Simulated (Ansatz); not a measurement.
Pulling on the Cd1–F2 bond in CdF2 (SMILES [F][Cd][F]) (multiplicity 1 held, fragments rigid). Energies count from the point at 1.933 Å.
Geometry at that point (charge 0, multiplicity 1):
```xyz
3

Cd     0.000     0.000     0.000
F      0.000     0.000    -1.933
F      0.000     0.000     1.933
```

Signs of static correlation in def2-TZVPP, from Ansatz (a quantum-chemistry and plane-wave program) runs.

```tsv
R (Å)	T1 of restricted CCSD	⟨S²⟩ of UHF	largest double amplitude of restricted CCSD
1.547	0.016	0.000	0.023
1.740	0.017	0.000	0.021
1.933	0.019	0.000	0.028
2.127	0.021	0.000	0.036
2.320	0.023	0.000	0.052
2.610	0.029	0.000	___
2.900	___	0.823	0.116
3.384	0.067	0.964	0.227
3.867	0.115	0.996	0.488
4.447	0.074	1.005	0.050
5.220	0.222	1.008	1.591
6.187	0.214	1.008	1.654
```

**Question.** Fill in the missing entries.

**Answer.** 
- 2.610, largest double amplitude of restricted CCSD: 0.079
- 2.900, T1 of restricted CCSD: 0.039

Doubts at one or more of the structures used: a restricted determinant that unrestricted orbitals would lower (R-CCSD(T)/def2-TZVPP); T1 above 0.05 (R-CCSD(T)/def2-TZVPP, U-CCSD(T)/def2-TZVPP); other coupled-cluster roots lie near (R-CCSD(T)/def2-TZVPP); a spin-contaminated determinant (U-CCSD(T)/def2-TZVPP); the program's own flag: other amplitudes (U-CCSD(T)/def2-TZVPP).
